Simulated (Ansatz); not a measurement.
Molecule: Au2, charge 0, multiplicity 1. 
Structure (B3LYP-D3(BJ)/def2-TZVP (Ansatz, a first-principles code) minimum search):
```
Au
Au 1 2.5537
```

Total electronic energies in hartree. Correlated levels leave the core frozen unless marked. Spin-orbit coupling is left out. The frozen core is the preceding noble-gas configuration, with the filled d and f shells of earlier blocks. In def2 rows, elements after Kr have scalar-relativistic effective core potentials. Basis-set limits of correlation are two-point, X^-3; Hartree-Fock from the larger set.

| level | program | energy (Eh) |
|---|---|---|
| PBE0/def2-TZVPD | Ansatz | -271.47823 |
| CAM-B3LYP-D4/def2-TZVPD | Ansatz + dftd4 | -271.39151 |
| LC-wPBE-D4/def2-TZVPD | Ansatz + dftd4 | -271.50563 |
| LC-wPBE/def2-TZVPD | Ansatz | -271.50358 |
| wB97M-V/def2-TZVPD | Ansatz | -271.30727 |
| RI-MP2/def2-QZVPPD | Ansatz | -270.45444 |
| CCSD/CBS(def2-TZVPPD,def2-QZVPPD) | Ansatz | -270.3978 |
| CCSD(T)/def2-SVP | Ansatz | -270.12321 |
| CCSD(T)/CBS(def2-TZVPPD,def2-QZVPPD) | Ansatz | -270.4441 |

Totals of different functionals don't rank their quality; only differences between species are comparable.
